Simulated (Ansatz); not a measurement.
Start from `[NH2][Sn][Cl]` and change one atom or group to get `[F][Sn][Cl]`.

Ansatz, PBE0-D4/def2-TZVP geometries, multiplicity 1. Each molecule was computed in one conformer, which needn't be the lowest.

Elements past krypton have def2 core potentials. Outer-core shells of Sn are correlated without core-valence functions. Spin–orbit coupling is left out.

```
                                                                                  property  `[NH2][Sn][Cl]`
                                                         HOMO energy (PBE/def2-TZVPP) / eV            -6.34
                                      vertical ionisation energy (CCSD(T)/def2-TZVPP) / eV             9.71
                                                      HOMO–LUMO gap (PBE0/def2-TZVPP) / eV             5.43
ideal-gas entropy at 298 K and 1 bar (rigid rotor, harmonic PBE0-D4/def2-TZVP) / J/(mol·K)              309
                                                       HOMO–LUMO gap (PBE/def2-TZVPP) / eV             3.60
                                        size of the dipole moment (ωB97M-V/def2-TZVPP) / D             3.19
```

(1) Give the same properties after the change, and the shifts. (An estimate is asked.)

Results:

(1) The calculation gave: 
```json
{"property": "HOMO energy (PBE/def2-TZVPP) / eV", "`[F][Sn][Cl]`": "-7.16", "shift": "-0.82"}
{"property": "vertical ionisation energy (CCSD(T)/def2-TZVPP) / eV", "`[F][Sn][Cl]`": "10.59", "shift": "0.88"}
{"property": "HOMO–LUMO gap (PBE0/def2-TZVPP) / eV", "`[F][Sn][Cl]`": "5.35", "shift": "-0.08"}
{"property": "ideal-gas entropy at 298 K and 1 bar (rigid rotor, harmonic PBE0-D4/def2-TZVP) / J/(mol·K)", "`[F][Sn][Cl]`": "300", "shift": "-9"}
{"property": "HOMO–LUMO gap (PBE/def2-TZVPP) / eV", "`[F][Sn][Cl]`": "3.54", "shift": "-0.06"}
{"property": "size of the dipole moment (ωB97M-V/def2-TZVPP) / D", "`[F][Sn][Cl]`": "3.53", "shift": "0.34"}
```

With PBE0 the HOMO falls by 0.79 eV and the LUMO falls by 0.86 eV, so the gap narrows by about 0.07 eV. PBE moves the HOMO by -0.82 eV and ωB97M-V by -0.78 eV. The zero-point energy changes by -61.4 kJ/mol with -6 modes. Dipoles are sizes alone; their direction can turn.
